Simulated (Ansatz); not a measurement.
Mulliken charges of `SC1=C[SiH2]1` from r2SCAN/def2-TZVPP in Ansatz (PBE0-D4/def2-TZVP geometry).

```
atom   x (Å)   y (Å)   z (Å)  charge (e)
  S1  -0.594   2.189   0.195      -0.074
  C2  -0.070   0.553   0.194      -0.080
  C3   0.593  -0.240   1.044      -0.235
 Si4   0.153  -1.126  -0.457       0.357
  H5  -1.175   2.181  -1.015       0.103
  H6   1.034  -0.135   2.026       0.087
  H7   1.135  -1.401  -1.533      -0.079
  H8  -0.983  -2.078  -0.511      -0.079
```

Problem. By hand: the dipole of these point charges (1 e Å = 4.8032 D).

Solution. Σ q r = (-0.078, -0.064, -0.205) e Å, of length 0.228 e Å = 1.10 D.

Problem. How does the dipole of the full density compare? (An estimate is asked.)

Solution. The calculation gave: (-0.040, -0.053, -0.119) e Å, 0.65 D; the point charges give 1.69 times that, at 7° from its direction.

Point charges leave out the atoms' own dipoles, such as those of lone pairs, and Mulliken's split depends on the basis, so the two needn't agree.
